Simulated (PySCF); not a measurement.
Task: Write a Z-matrix for InChI=1S/CH7BrGeSi/c2-3-1-4/h1,3H2,4H3 as optimised with PBE0-D3(BJ)/def2-SVP.

Result: 
Z-matrix in Å and degrees, rows numbered from 1:
```
Si
C   1  1.8859
Ge  2  1.9460  1  115.72
Br  3  2.3161  2  108.50  1    59.99
H   1  1.4955  2  109.72  3    56.65
H   1  1.4916  2  110.70  3   -63.70
H   1  1.4953  2  109.79  3   175.94
H   2  1.1042  1  109.23  3  -120.30
H   2  1.1021  1  109.49  3   122.42
H   3  1.5378  2  112.25  1   177.28
H   3  1.5378  2  111.80  1   -56.80
```

Si1 (SiH3 silicon) is tetrahedral (angles from 108.6° to 110.7°). Ge3 (germanium bonded to Br, C and 2 H) is tetrahedral (angles from 106.2° to 112.2°).

The calculation used PySCF 2.14.0, PBE0-D3(BJ)/def2-SVP geometry optimisation, gas phase.

Point group: C1 (no symmetry element, even within 0.4 Å). Stationary, but not proved a minimum. The numbers are those of one conformer (Si1–C2–Ge3–Br4 60°).
